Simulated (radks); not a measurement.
Task: Radial electron density D(r) = 4 pi r^2 rho(r) of an atom or ion with 21 electrons. Calculated with a radial shooting solver on a logarithmic mesh with Libxc functionals: Dirac Kohn-Sham, PBE, spin-unpolarised, spherical densities, point nucleus.

```
   r/bohr * D(r) (the largest magnitude, 41.8, reaches the edge; | marks zero)
 0.002461 | *
 0.002797 | *
 0.003179 |  *
 0.003613 |   *
 0.004107 |    *
  0.00463 |     *
 0.005263 |      *
 0.005981 |       *
 0.006798 |         *
 0.007726 |           *
 0.008781 |              *
 0.009981 |                 *
  0.01134 |                    *
  0.01289 |                        *
  0.01465 |                            *
  0.01665 |                                *
  0.01893 |                                    *
  0.02151 |                                        *
  0.02445 |                                           *
  0.02779 |                                             *
  0.03158 |                                               *
  0.03561 |                                               *
  0.04047 |                                               *
    0.046 |                                             *
  0.05228 |                                           *
  0.05942 |                                        *
  0.06753 |                                       *
  0.07676 |                                      *
  0.08724 |                                        *
  0.09915 |                                           *
   0.1127 |                                               *
   0.1281 |                                                   *
   0.1456 |                                                      *
   0.1654 |                                                      *
    0.188 |                                                   *
   0.2137 |                                            *
   0.2429 |                                    *
   0.2739 |                             *
   0.3113 |                       *
   0.3538 |                     *
   0.4021 |                      *
    0.457 |                        *
   0.5194 |                         *
   0.5903 |                        *
   0.6709 |                     *
   0.7625 |                *
   0.8667 |          *
    0.985 |      *
    1.119 |   *
    1.272 | *
    1.446 |*
    1.644 |*
    1.868 *
    2.106 *
    2.394 *
    2.721 *
    3.092 *
    3.514 *
    3.994 *
```

What is the nuclear charge?

Result: Z = 30. The innermost maximum, from 1s, lies near gamma/Z bohr with gamma = sqrt(1 - (Z/c)^2) = 0.976, here 0.0325 bohr (found: 0.0353), and its height grows with Z. The density is that of the zinc ion Zn9+ in [Ne] 3s1.5 3p6 3d3 4p0.5; the configuration itself is not fixed sharply by these data, and Z only to about a unit. D(r) has 3 maxima, at r = 0.0353, 0.156, 0.532 bohr, and minima at 0.0743, 0.365 bohr, inside which lie 2.09, 10.74 electrons.
